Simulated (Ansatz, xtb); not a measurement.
## FGaHNSi: which of two structures lies lower

Structure X is `F[SiH]=[N][Ga]`, a singlet and structure Y is a singlet given by its coordinates. Both are isolated molecules in the gas phase, relaxed with B3LYP-D3(BJ)/def2-SVP.

X (Å):

```xyz
5

F     1.8462   -0.4320   -0.8016
Ga   -2.4455    0.9341   -1.2238
N    -0.7038    0.8395   -0.5647
Si    0.8031    0.6163   -0.1438
H     1.5842    1.2905    0.9132
```

Y (Å):

| atom | x (Å) | y (Å) | z (Å) |
| --- | --- | --- | --- |
| F | -2.1893 | 2.7107 | 0.9662 |
| Ga | -2.1611 | -1.7391 | 1.7385 |
| N | -2.3011 | 0.1302 | 1.2619 |
| Si | -1.5350 | 1.5322 | 1.9270 |
| H | -2.9397 | 0.3297 | 0.4802 |

Close contacts (Å): F1–Si4 1.66, Ga2–N3 1.93, N3–Si4 1.73, N3–H5 1.03.

Question: Estimate which is lower in electronic energy at CCSD(T)/def2-TZVP, and by roughly how much.

Answer: The CCSD(T)/def2-TZVP calculation puts structure Y lower, by 12.8 kcal/mol.

How the difference moves with the method:

```json
{"level": "B3LYP-D3(BJ)/def2-SVP", "geometry": "B3LYP-D3(BJ)/def2-SVP", "E(Y) − E(X) (kcal/mol)": "−15.7", "departure from the last row (kcal/mol)": "−3.0", "job, with rough time for the two": "optimisation, 55 s"}
{"level": "HF/def2-TZVP", "geometry": "B3LYP-D3(BJ)/def2-SVP", "E(Y) − E(X) (kcal/mol)": "−14.2", "departure from the last row (kcal/mol)": "−1.4", "job, with rough time for the two": "part of the CCSD(T) run"}
{"level": "MP2/def2-TZVP", "geometry": "B3LYP-D3(BJ)/def2-SVP", "E(Y) − E(X) (kcal/mol)": "−8.9", "departure from the last row (kcal/mol)": "+3.9", "job, with rough time for the two": "part of the CCSD(T) run"}
{"level": "CCSD(T)/def2-TZVP", "geometry": "B3LYP-D3(BJ)/def2-SVP", "E(Y) − E(X) (kcal/mol)": "−12.8", "departure from the last row (kcal/mol)": "", "job, with rough time for the two": "single point, 2.2 min"}
```

None of the levels shown reverses the order. The largest departure from CCSD(T)/def2-TZVP is that of MP2/def2-TZVP, 3.9 kcal/mol. Levels run at GFN2-xTB geometries aren't shown.

With harmonic frequencies from B3LYP-D3(BJ)/def2-SVP (ideal gas, rigid rotor, one conformer each, 298.15 K, 1 atm): on the last row, ΔE + ΔZPE = −11.5 kcal/mol. A mode under 50 cm⁻¹ makes harmonic enthalpies and free energies unreliable, so none is given.

The correlated steps freeze 16 core orbitals; the filled d shell of Ga is correlated, in a basis made for valence electrons. Codes used: Ansatz 0.2.0; the last row on 1 thread of Arm Neoverse V1 on a shared host.
